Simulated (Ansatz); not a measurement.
Relaxation of FH$_{7}$O$_{4}$W (13 atoms, charge 0, multiplicity 1), to a largest force component of 0.03 eV/Å in at most 50 steps.

Level of theory: RKS B3LYP-D4/def2-SVP in Ansatz.

```xyz
13
Properties=species:S:1:pos:R:3
W 0.121 0.178 -0.204
F 0.442 -0.509 1.517
O 1.953 -0.312 -0.370
H 2.428 -0.720 0.369
O 0.000 2.062 -0.377
H -0.756 2.594 -0.669
O -1.684 0.352 0.453
H -2.125 -0.392 0.885
H -0.501 -1.392 -0.517
O -0.037 0.137 -2.102
H -0.060 -0.695 -2.592
H 1.213 1.959 1.847
H 1.203 1.349 2.225
```

**Question.** Where does it end, and by what steps?

**Answer.** The forces met the threshold. The force dipped under the threshold on the way, but the program's further checks kept it going. After 23 steps the energy has fallen by 0.289 eV; H6 moved furthest, 1.06 Å.

| step | energy less start (eV) | largest force component (eV/Å) | accepted |
| --- | --- | --- | --- |
| 0 | 0.0000 | 1.570 | yes |
| 1 | -0.1274 | 0.177 | yes |
| 2 | -0.1594 | 0.113 | yes |
| 3 | -0.1699 | 0.057 | yes |
| 4 | -0.1720 | 0.062 | yes |
| 5 | -0.1745 | 0.093 | yes |
| 6 | -0.1777 | 0.485 | yes |
| 7 | -0.1859 | 0.404 | yes |
| 8 | -0.2175 | 0.359 | yes |
| 9 | -0.2213 | 1.343 | yes |
| 10 | -0.2555 | 0.476 | yes |
| 11 | -0.2675 | 0.304 | yes |
| 12 | -0.2797 | 0.124 | yes |
| 13 | -0.2779 | 0.361 | no |
| 14 | -0.2865 | 0.057 | yes |
| 15 | -0.2862 | 0.095 | no |
| 16 | -0.2870 | 0.026 | yes |
| 17 | -0.2876 | 0.027 | yes |
| 18 | -0.2880 | 0.034 | yes |
| 19 | -0.2884 | 0.022 | yes |
| 20 | -0.2886 | 0.049 | yes |
| 21 | -0.2887 | 0.110 | yes |
| 22 | -0.2892 | 0.058 | yes |
| 23 | -0.2893 | 0.020 | yes |

```xyz
13
Properties=species:S:1:pos:R:3
W 0.070 0.107 -0.255
F 0.456 -0.723 1.459
O 1.917 -0.232 -0.426
H 2.405 -0.753 0.227
O 0.164 1.973 -0.552
H -0.037 2.363 -1.419
O -1.641 0.101 0.539
H -1.816 -0.357 1.373
H -0.242 -1.462 -0.865
O -0.422 0.296 -2.136
H -0.626 -0.521 -2.607
H 0.986 2.270 2.440
H 0.984 1.550 2.686
```

Whether the end is a true minimum wasn't checked by a vibrational analysis.

The run took 78 s on 4 threads of Arm Neoverse V1, with other jobs on the host, peak memory 0.4 GiB.
